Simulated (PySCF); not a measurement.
CH₅F₃GeSi, SMILES FC(F)(F)[SiH2][GeH3] (GFN2-xTB optimised geometry):

```
11

F      1.790     1.463     0.000
C      0.445     1.463     0.000
F      0.061     2.749     0.000
F      0.077     0.957    -1.208
Si    -0.308     0.371     1.422
Ge    -0.693    -1.578     0.199
H      0.729     0.367     2.452
H     -1.477     1.128     1.868
H      0.501    -2.031    -0.574
H     -1.087    -2.749     1.046
H     -1.790    -1.430    -0.804
```

Calculation: B3LYP/def2-TZVP run with PySCF.

Question: What are the frontier orbital energies and the dipole moment?

Answer: HOMO-2 -9.62 eV, HOMO-1 -9.44 eV, HOMO -8.73 eV, LUMO -0.86 eV, LUMO+1 -0.32 eV; dipole moment 2.36 D.

Meta-Löwdin charges at B3LYP/def2-TZVP: F1 -0.28, C2 0.58, F3 -0.27, F4 -0.29, Si5 0.40, Ge6 0.14, H7 -0.07, H8 -0.07, H9 -0.04, H10 -0.06, H11 -0.04.
